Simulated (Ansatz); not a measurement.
Born–Oppenheimer molecular dynamics of C2H2 + CH6Si (12 atoms, charge 0, multiplicity 1). It starts from a relaxed structure.

Level of theory: RKS PBE0/STO-3G (Ansatz).

* ensemble: NVE (velocity Verlet)
* time step: 0.5 fs
* steps asked: 600
* starting velocities drawn for: 300 K
* masses: H 2.014 u
* seed: 281896

First frame:

```xyz
12
Properties=species:S:1:pos:R:3
C -0.156 -0.449 -2.911
C 0.096 0.694 -2.658
H -0.384 -1.479 -3.140
H 0.324 1.724 -2.430
C 0.512 -0.798 0.993
Si -0.441 0.614 1.759
H 0.463 -0.755 -0.099
H 0.110 -1.765 1.309
H 1.567 -0.766 1.282
H 0.093 1.878 1.312
H -0.349 0.559 3.198
H -1.833 0.542 1.384
```

Question: How far do the bonds stretch over the last three quarters of this one trajectory? (Pairs bonded in most of those frames.)

Answer: 
| bond | mean (Å) | spread (Å) | shortest | longest |
| --- | --- | --- | --- | --- |
| C1–C2 | 1.199 | 0.012 | 1.18 | 1.22 |
| C1–H3 | 1.081 | 0.021 | 1.04 | 1.12 |
| C2–H4 | 1.081 | 0.021 | 1.04 | 1.12 |
| C5–Si6 | 1.870 | 0.013 | 1.84 | 1.90 |
| C5–H7 | 1.095 | 0.019 | 1.06 | 1.13 |
| C5–H8 | 1.095 | 0.007 | 1.08 | 1.11 |
| C5–H9 | 1.095 | 0.016 | 1.06 | 1.13 |
| Si6–H10 | 1.445 | 0.021 | 1.41 | 1.48 |
| Si6–H11 | 1.444 | 0.013 | 1.42 | 1.47 |
| Si6–H12 | 1.444 | 0.013 | 1.42 | 1.47 |

Mean temperature of the second half: 178 K. The conserved energy stayed within 0.16 meV per atom of its start (net change 0.094 meV per atom), so the integration is sound. A run of 0.3 ps of so small a system gives no equilibrium averages. Limits of this set-up: minimal basis.

Run time: 12 min on 1 thread of Arm Neoverse V1 (shared host), peak memory 0.19 GiB.
